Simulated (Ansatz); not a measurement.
GeHO (SMILES [OH+]=[Ge]) moved off its minimum; all values from Ansatz (a first-principles code), cores frozen in correlated methods.
(charge 1, multiplicity 1)
```xyz
3

O     -0.03555    -0.02564    -1.27375
Ge    -0.01641    -0.02354     0.40327
H     -0.01994     0.00934    -2.29075
```

Forces at wB97M-V/def2-TZVPP (eV/Å):

```csv
atom,Fx,Fy,Fz
O1,0.042,0.082,-1.850
Ge2,-0.006,-0.001,-0.460
H3,-0.036,-0.081,2.310
```

Q: Give the forces (eV/Å), the total energy and the dipole at CCSD(T)/aug-cc-pVTZ.

A: 
```tsv
atom	Fx	Fy	Fz
O1	0.035	0.076	-2.083
Ge2	-0.001	0.001	-0.170
H3	-0.034	-0.076	2.252
```
Energy -2150.9777 hartree.
